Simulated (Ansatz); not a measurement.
Ansatz (a quantum-chemistry and plane-wave program) input (HF/def2-TZVP):

Ansatz 0.2 input:
```yaml
crystal:
  periodic: [false, false, false]
  atoms:
    - {symbol: B, position_ang: [-0.44123186, 0.03388884, -0.00108133]}
    - {symbol: F, position_ang: [-1.19332490, -1.04442578, -0.00264734]}
    - {symbol: F, position_ang: [-1.01983476, 1.21440764, -0.00277648]}
    - {symbol: Cl, position_ang: [1.30144684, -0.09995770, 0.00318947]}
basis:
  gaussian:
    orbitals: def2-TZVP
hamiltonian:
  xc: {name: HF}
relax: {f_tol: 0.003, max_steps: 100}
```

Output:

```
Functional definition: HF
integrals: 0.04 GiB planned
941 factors; their error is unknown
0.49 GiB of device memory are held for the factors and their scratch space
mean field: 0.25 GiB planned
mean field evaluation 1: about -18592.5744 eV, gradient 3.4e1 eV
mean field evaluation 2: about -18593.9764 eV, gradient 2.1e1 eV
mean field evaluation 4: about -18594.5216 eV, gradient 4.6e-1 eV
mean field evaluation 8: about -18594.7900 eV, gradient 4.9e-1 eV
mean field -18594.79021958 eV, -683.3459365680 hartree, gradient 8.5e-6 eV, S^2 0.000000; 0 other end points of the search recorded, 0 dependent functions left out
the calculation of the forces begins
reference -18594.79021958 eV, -683.3459365680 hartree; 20, 20 occupied and 110, 110 virtual orbitals, 941 factors
relax step   1: F+E_penalty+E_count = -18594.79021958 eV  Δ(F+E_penalty+E_count) = +0.000e0 eV  max|allowed force component| = 1.024e0 eV/Å  Δτ_max = 0.0000 Å  (33 SCF iters, accepted)
these checks for a lower state are left out or cut short: starts, cluster_reference, orbital_swaps, neighbouring_geometries, increment
integrals: 0.04 GiB planned
941 factors; their error is unknown
0.49 GiB of device memory are held for the factors and their scratch space
mean field: 0.25 GiB planned
mean field evaluation 16: about -18594.5399 eV, gradient 1.4e0 eV
mean field -18594.81094167 eV, -683.3466980910 hartree, gradient 1.2e-5 eV, S^2 0.000000; 0 other end points of the search recorded, 0 dependent functions left out
the calculation of the forces begins
reference -18594.81094167 eV, -683.3466980910 hartree; 20, 20 occupied and 110, 110 virtual orbitals, 941 factors
relax step   2: F+E_penalty+E_count = -18594.81094167 eV  Δ(F+E_penalty+E_count) = -2.072e-2 eV  max|allowed force component| = 3.904e-1 eV/Å  Δτ_max = 0.0127 Å  (31 SCF iters, accepted)
these checks for a lower state are left out or cut short: starts, cluster_reference, orbital_swaps, neighbouring_geometries, increment
integrals: 0.04 GiB planned
941 factors; their error is unknown
0.49 GiB of device memory are held for the factors and their scratch space
mean field: 0.25 GiB planned
mean field -18594.81367882 eV, -683.3467986792 hartree, gradient 1.2e-5 eV, S^2 0.000000; 0 other end points of the search recorded, 0 dependent functions left out
the calculation of the forces begins
reference -18594.81367882 eV, -683.3467986792 hartree; 20, 20 occupied and 110, 110 virtual orbitals, 941 factors
relax step   3: F+E_penalty+E_count = -18594.81367882 eV  Δ(F+E_penalty+E_count) = -2.737e-3 eV  max|allowed force component| = 6.201e-2 eV/Å  Δτ_max = 0.0063 Å  (31 SCF iters, accepted)
these checks for a lower state are left out or cut short: starts, cluster_reference, orbital_swaps, neighbouring_geometries, increment
integrals: 0.04 GiB planned
941 factors; their error is unknown
0.49 GiB of device memory are held for the factors and their scratch space
mean field: 0.25 GiB planned
mean field evaluation 32: about -18594.8136 eV, gradient 5.0e-1 eV
mean field -18594.81372511 eV, -683.3468003802 hartree, gradient 1.2e-5 eV, S^2 0.000000; 0 other end points of the search recorded, 0 dependent functions left out
the calculation of the forces begins
reference -18594.81372511 eV, -683.3468003802 hartree; 20, 20 occupied and 110, 110 virtual orbitals, 941 factors
relax step   4: F+E_penalty+E_count = -18594.81372511 eV  Δ(F+E_penalty+E_count) = -4.628e-5 eV  max|allowed force component| = 2.222e-2 eV/Å  Δτ_max = 0.0020 Å  (31 SCF iters, accepted)
these checks for a lower state are left out or cut short: starts, cluster_reference, orbital_swaps, neighbouring_geometries, increment
integrals: 0.04 GiB planned
941 factors; their error is unknown
0.49 GiB of device memory are held for the factors and their scratch space
mean field: 0.25 GiB planned
mean field -18594.81375362 eV, -683.3468014280 hartree, gradient 1.2e-5 eV, S^2 0.000000; 0 other end points of the search recorded, 0 dependent functions left out
the calculation of the forces begins
reference -18594.81375362 eV, -683.3468014280 hartree; 20, 20 occupied and 110, 110 virtual orbitals, 941 factors
relax step   5: F+E_penalty+E_count = -18594.81375362 eV  Δ(F+E_penalty+E_count) = -2.851e-5 eV  max|allowed force component| = 7.361e-3 eV/Å  Δτ_max = 0.0009 Å  (32 SCF iters, accepted)
these checks for a lower state are left out or cut short: starts, cluster_reference, orbital_swaps, neighbouring_geometries, increment
integrals: 0.04 GiB planned
941 factors; their error is unknown
0.49 GiB of device memory are held for the factors and their scratch space
mean field: 0.25 GiB planned
mean field -18594.81375485 eV, -683.3468014731 hartree, gradient 1.2e-5 eV, S^2 0.000000; 0 other end points of the search recorded, 0 dependent functions left out
the calculation of the forces begins
reference -18594.81375485 eV, -683.3468014731 hartree; 20, 20 occupied and 110, 110 virtual orbitals, 941 factors
relax step   6: F+E_penalty+E_count = -18594.81375485 eV  Δ(F+E_penalty+E_count) = -1.228e-6 eV  max|allowed force component| = 1.712e-3 eV/Å  Δτ_max = 0.0003 Å  (32 SCF iters, accepted)
integrals: 0.04 GiB planned
941 factors; their error is unknown
0.49 GiB of device memory are held for the factors and their scratch space
mean field: 0.25 GiB planned
mean field evaluation 64: about -18594.8136 eV, gradient 5.0e-1 eV
mean field -18594.81375485 eV, -683.3468014731 hartree, gradient 1.2e-5 eV, S^2 0.000000; 1 other end points of the search recorded, 0 dependent functions left out
the calculation of the forces begins
reference -18594.81375485 eV, -683.3468014731 hartree; 20, 20 occupied and 110, 110 virtual orbitals, 941 factors
Total energy: -18594.81375485 eV, -683.3468014731 hartree
Atom 0 at    -0.446874     0.034322    -0.001095 Å, force     0.001505    -0.000116     0.000004 eV/Å
Atom 1 at    -1.186260    -1.027652    -0.002634 Å, force     0.000094    -0.000135     0.000000 eV/Å
Atom 2 at    -1.015414     1.196751    -0.002761 Å, force     0.000113     0.000119     0.000000 eV/Å
Atom 3 at     1.295604    -0.099509     0.003175 Å, force    -0.001712     0.000131    -0.000004 eV/Å
Dipole moment:     0.040927    -0.003143     0.000100 e Å
```
